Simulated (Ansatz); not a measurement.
Total energies of GeMeH3 (CH6Ge) from Ansatz at CCSD(T)/def2-TZVPD, gas phase (1 Eh = 27.2114 eV = 2625.5 kJ/mol). The reference geometry is relaxed at PBE-D4/def2-TZVP.

Cartesian coordinates in Å:
```
Ge -0.776 -0.209 0.454
C 0.878 0.236 -0.513
H 1.105 -0.540 -1.255
H 1.720 0.310 0.188
H 0.768 1.197 -1.032
H -1.087 0.870 1.520
H -0.636 -1.577 1.166
H -1.972 -0.287 -0.527
```

| state | geometry | energy (Eh) |
| --- | --- | --- |
| charge 0 singlet | reference | -2117.22496 |
| charge -1 doublet | reference | -2117.17265 |
| free Ge atom (triplet) | – | -2075.51757 |
| free C atom (triplet) | – | -37.78136 |
| free H atom (doublet) | – | -0.49981 |

Correlated methods freeze 10 core orbitals; core or outer-core shells of Ge are correlated, in sets that lack core-valence functions.

Q: Work out the vertical electron affinity, to the doublet.

A: E(charge 0 singlet) − E(charge -1 doublet) = -2117.22496 − (-2117.17265) = -0.05231 Eh = -1.42 eV; negative, so the extra electron isn't bound.

Q: What is the binding energy per atom against free atoms?

A: Atoms: 1 × (-2075.51757) + 1 × (-37.78136) + 6 × (-0.49981) = -2116.29779 Eh. Binding: -2116.29779 − (-2117.22496) = 0.92717 Eh = 25.23 eV, or 3.15 eV for each of 8 atoms (no zero-point energy, no counterpoise term).

At CCSD(T)/def2-TZVPD the highest occupied level of the charge -1 doublet lies above zero (up to 1.84 eV). By energy differences it is unbound by 1.42 eV (vertical, against the charge 0 singlet, at CCSD(T)/def2-TZVPD) and held by the finite basis.
